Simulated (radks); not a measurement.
The mean radii <r> (bohr) of the occupied orbitals of an atom or ion are listed with their occupations. Method: Dirac Kohn-Sham, PBEsol, spin-unpolarised, spherical densities, point nucleus; computed with a radial shooting solver on a logarithmic mesh with Libxc functionals.

orbital  occ.      <r>
1s1/2       2  0.03420
2s1/2       2   0.1428
2p1/2       1   0.1204
2p3/2       2   0.1246

Name the element and its charge. Open shells, if any, are shared by 2j + 1.

Answer. Z = 43, technetium, charge +36: Tc36+ in [He] 2s2 2p3. The 1s radius gives Z: for a bare nucleus <r> = (2 gamma + 1)/(2Z) with gamma = sqrt(1 - (Z/c)^2), 0.03371 bohr for Z = 43, and screening makes it slightly larger (0.03420 here). The occupations add up to 7, and the charge is Z minus that.
